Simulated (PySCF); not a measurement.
## State search for NaPb

Unrestricted PBE0; Na def2-SVPD, Pb def2-SVPD with ECP60; scalar-relativistic core potentials (PySCF 2.14). Outer shells of the fragments: Na 3s1; Pb 5d10 6s2 6p2.

Followed along the bond (rough minima from three points):

```json
{"2Ms+1": "4", "unpaired": "σ ↑, π ↑↑", "⟨S²⟩ at the start": "3.75", "R at minimum (Å)": "2.98", "Te (eV)": "0.00"}
{"2Ms+1": "2", "unpaired": "π ↑", "⟨S²⟩ at the start": "0.77", "R at minimum (Å)": "3.12", "Te (eV)": "0.21"}
{"2Ms+1": "2", "unpaired": "σ ↓, π ↑↑", "⟨S²⟩ at the start": "1.76", "R at minimum (Å)": "3.11", "Te (eV)": "0.45"}
{"2Ms+1": "2", "unpaired": "σ ↑, π ↑↓", "⟨S²⟩ at the start": "1.76", "R at minimum (Å)": "3.03", "Te (eV)": "0.49"}
{"2Ms+1": "2", "unpaired": "σ ↑", "⟨S²⟩ at the start": "0.75", "R at minimum (Å)": "3.03", "Te (eV)": "1.18"}
```

Solutions found at the starting distance of 2.970 Å, counted from the lowest of them; the search is not exhaustive and high or unbound solutions are not listed, so other states can lie among these:

```tsv
2Ms+1	unpaired	term	E (eV)	⟨S²⟩	⟨Lz²⟩	μ (D)
4	σ ↑, π ↑↑	⁴Σ⁻	0.00	3.75	0.00	-6.46
2	π ↑	²Π	0.23	0.77	1.00	-4.11
2	σ ↓, π ↑↑	mixed	0.46	1.76	0.00	-5.69
2	σ ↑, π ↑↓	mixed	0.50	1.76	2.01	-6.08
2	σ ↑	mixed	1.18	0.75	2.00	-5.79
4	σ ↑↑, π ↑	⁴Π	1.56	3.75	1.00	3.79
2	π ↑	²Π	2.09	0.76	1.02	-7.12
4	σ ↑, π ↑↑	mixed	2.92	3.75	2.00	2.84
```

A term symbol is given only where ⟨S²⟩ and ⟨Lz²⟩ are close to those of a pure state; real π, δ and φ orbitals otherwise mix terms. A positive dipole means Na(−)Pb(+).

Spin–orbit coupling is left out, which matters for elements this heavy, above all for dissociation energies. Counting both spins, an empty level lies below a filled one in some of these solutions, because spin and occupation are held.
